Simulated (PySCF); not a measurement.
AlH4O4, charge -1. Atoms are numbered in the order given.

```xyz
9

Al     0.0000     0.0000     0.0000
O     -1.5062    -0.2618    -0.9329
H     -1.6939    -1.1878    -1.1061
O     -0.2618     1.5062     0.9329
H     -1.1878     1.6939     1.1061
O      0.2618    -1.5062     0.9329
H      1.1878    -1.6939     1.1061
O      1.5062     0.2618    -0.9329
H      1.6939     1.1878    -1.1061
```
Charge -1, spin multiplicity 1.

Geometry: B3LYP-D3(BJ)/def2-SVPD. The isomer is the one that the SMILES or the coordinates give; other isomers of the formula were not compared. One conformer was computed; it need not be the lowest.

Calculation: PySCF with B3LYP/def2-SVPD.

ESP charges are fitted to the potential on shells at 1.4 to 2.0 van der Waals radii. Atomic charges (e):

```
atom  IAO  ESP fit
----  ---  -------
Al1     ?     1.54
O2      ?    -1.04
H3      ?     0.41
O4      ?    -1.04
H5      ?     0.41
O6      ?    -1.04
H7      ?     0.41
O8      ?    -1.04
H9      ?     0.41
```

Problem. Some entries are withheld; supply them. (An estimate is asked for; the answer gives what the named calculation found.)

Solution. 
- Al1, IAO: 1.24
- O2, IAO: -0.89
- H3, IAO: 0.33
- O4, IAO: -0.89
- H5, IAO: 0.33
- O6, IAO: -0.89
- H7, IAO: 0.33
- O8, IAO: -0.89
- H9, IAO: 0.33
